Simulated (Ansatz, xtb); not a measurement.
# C4H5NO2: which of two isomers lies lower

We compare a, `CC1=NOC(=O)C1`, a singlet, with b, `CC1=CC(=O)ON1`, a singlet. Both are isolated molecules in the gas phase, relaxed with PBE-D3(BJ)/def2-SVP.

Energies in hartree; the thermal terms are from GFN2-xTB frequencies at re-optimised GFN2-xTB minima (ideal gas, soft modes damped towards free rotors, one conformer each, 298.15 K, 1 atm) and include the zero-point energy:

```
                              a           b
E, CCSD(T)/def2-SVP  −359.362519  −359.350771
    E, MP2/def2-SVP  −359.282698  −359.273484
  E, MP2/def2-TZVPP  −359.951714  −359.944055
  zero-point energy     0.087182     0.087400
       H(298 K) − E     0.094505     0.094912
       G(298 K) − E     0.056911     0.056875
```

**Question.** Correct the CCSD(T) difference for the basis set by the MP2 change, then work out ΔE, ΔE₀, ΔH and ΔG for a → b in kJ/mol (1 Eh = 2625.50 kJ/mol) and the equilibrium ratio [b]/[a].

**Answer.** 1. Differences b − a: CCSD(T) +0.011748, MP2 in the small set +0.009214, MP2 in the large set +0.007659 Eh.
2. ΔE = +0.011748 + (+0.007659 − (+0.009214)) = +0.010193 Eh = +26.76 kJ/mol.
3. ΔE₀ = ΔE + ΔZPE = +0.010193 + (+0.000218) Eh = +27.33 kJ/mol.
4. ΔH = ΔE + (+0.000407) Eh = +27.83 kJ/mol.
5. ΔG = ΔE + (−0.000036) Eh = +26.67 kJ/mol, so ΔS = (ΔH − ΔG)/T = +3.9 J/(mol K).
6. kT = 0.9442 mEh, so K = [b]/[a] = exp(−ΔG/kT) = exp(−10.76) ≈ 2.1 × 10^−5.

Structure a is favoured at this temperature. An error of 4 kJ/mol in ΔG would change K by a factor of 5. Mirror images and further conformers aren't counted.

As drawn, b has 1 C=C, 1 C–N, 1 N–H in place of 1 C–C, 1 C=N, 1 C–H.

Other levels gave ΔE = +13.7 (GFN2-xTB); +85.3 (HF/STO-3G, GFN2-xTB geometries); +4.4 (r2SCAN-D4/def2-SVP, GFN2-xTB geometries); +6.9 (PBE-D3(BJ)/def2-SVP); +16.5 (HF/def2-SVP); +24.2 (MP2/def2-SVP); +30.8 (CCSD(T)/def2-SVP) kJ/mol. The correlated steps freeze 7 core orbitals. Programs: Ansatz 0.2.0, xtb 6.7.1.
